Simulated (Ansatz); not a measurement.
Input for Ansatz (a quantum-chemistry and plane-wave program): R-RI-MP2/aug-cc-pVTZ on C2H4FN (a complex). Files ending in .json are basis or fitting sets from the Basis Set Exchange.

Ansatz 0.2 input:
```yaml
crystal:
  periodic: [false, false, false]
  atoms:
    - {symbol: F, position_ang: [0.48255518, -0.31717282, -0.34942402]}
    - {symbol: H, position_ang: [0.35994762, -0.18489023, 0.57557568]}
    - {symbol: C, position_ang: [-0.20969189, 0.42775574, 4.86402029]}
    - {symbol: C, position_ang: [-0.02030669, 0.22427232, 3.43915778]}
    - {symbol: N, position_ang: [0.12916952, 0.06362573, 2.31424087]}
    - {symbol: H, position_ang: [-1.22221563, 0.14162215, 5.14890445]}
    - {symbol: H, position_ang: [0.50163771, -0.17950037, 5.42391911]}
    - {symbol: H, position_ang: [-0.05395055, 1.47740773, 5.11344393]}
basis:
  gaussian:
    orbitals: aug-cc-pVTZ
    fitting: {mean_field: def2-universal-JKFIT, correlation: aug-cc-pVTZ-RIFIT.json}
magnetization: {spin_polarized: false}
correlation: {method: mp2, electrons: outside_noble_gas}
scf: {lower_state_search: off}
```

It printed:

```
WARN ansatz: RAYON_NUM_THREADS=1 ignored (pool sized by the plan → 1); use --threads N
Functional definition: HF
these checks for a lower state are left out or cut short: stability, starts, cluster_reference, orbital_swaps, neighbouring_geometries, increment
integrals: 0.26 GiB planned
376 factors; integrals over basis functions are off by at most 9.6e-1 eV
mean field: 0.44 GiB planned
mean field evaluation 1: about -6311.0949 eV, gradient 3.9e1 eV
mean field evaluation 2: about -6313.3740 eV, gradient 2.5e1 eV
mean field evaluation 4: about -6314.3233 eV, gradient 2.4e0 eV
mean field evaluation 8: about -6314.3365 eV, gradient 1.2e-6 eV
mean field -6314.33650988 eV, -232.0475867269 hartree, gradient 1.2e-6 eV, S^2 0.000000; 0 other end points of the search recorded, 0 dependent functions left out
4 core orbitals not correlated
608 factors; their error is unknown
reference -6314.33650988 eV, -232.0475867269 hartree; 12, 12 occupied and 260, 260 virtual orbitals, 608 factors
second order -21.92398764 eV of doubles, -0.00000000 eV of singles
Total energy: -6336.26049751 eV, -232.8532784120 hartree
Checks for a lower state left out: stability, starts, cluster_reference, orbital_swaps, neighbouring_geometries, increment
```

Self-consistency was reached.

Cost: about 2.7 core-seconds (a rough figure).
